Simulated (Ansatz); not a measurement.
Reaction (formal exchange of groups at a C–N bond): `BN([SiH3])C=C` + `N[SiH](O)O` → `C=C[Si](N)(O)O` + `BN[SiH3]`

Isolated molecules relaxed with PBE0-D4/def2-TZVP in Ansatz; ΔE leaves out vibrations. CCSD(T)/CBS is the MP2 limit (def2-TZVPP, def2-QZVPP) plus CCSD(T) − MP2 in def2-TZVPP, frozen cores. This one scheme is used for every species. DFT in def2-TZVPP. B3LYP here is the variant with VWN-RPA as its local correlation; programs differ in this. One conformer a species, not always the lowest.

CCSD(T)/CBS gives -49.5 kJ/mol.

Problem. Another level gave -42.7 kJ/mol. Which?
A. HF/def2-TZVPP
B. PBE/def2-TZVPP
C. CCSD/def2-TZVPP
D. B3LYP-D4/def2-TZVPP

Solution. B. PBE -42.7, CCSD/def2-TZVPP -51.5, HF/def2-TZVPP -56.9, B3LYP-D4 -47.2 kJ/mol.

Largest T1 diagnostic among the species: 0.013.

In def2-TZVPP, CCSD(T) changes the Hartree–Fock value by +7.6 kJ/mol (the triples alone add +2.1 kJ/mol) and MP2 by +9.6 kJ/mol. From PBE to PBE0 (25 % exact exchange), in def2-TZVPP and without D4, ΔE moves by −3.4 kJ/mol.
